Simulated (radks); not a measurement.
Results of a calculation; reference values are marked as such.
These are the eigenvalues of the occupied orbitals of an atom or ion with whole-number occupations (Ry). Code: a radial shooting solver on a logarithmic mesh with Libxc functionals. Model: Dirac Kohn-Sham, PBEsol, spin-unpolarised, spherical densities, finite nucleus; Fermi nuclear charge, rms radius of each element as measured or else 0.836 A^(1/3) + 0.57 fm.

orbital  eigenvalue
1s1/2     -654.9845
2s1/2     -83.29607
2p1/2     -73.63885
2p3/2     -72.13553
3s1/2     -13.47654
3p1/2     -10.45245
3p3/2     -10.25191
3d3/2      -5.22360
3d5/2      -5.19716

Which element is it, and in what charge state? The configuration may be excited. Open shells, if any, fill j = l - 1/2 first.

Answer. Z = 29, copper, charge +4: Cu4+ in [Ar] 3d7. The list shows which subshells hold electrons but not how many an open one holds; the 1s level, -327.49 hartree, gives Z - s = 25.6 by -(Z - s)^2/2, which with screening and relativity narrows Z to a few neighbours, and the depths of the outer levels then fix element, charge and occupations together.
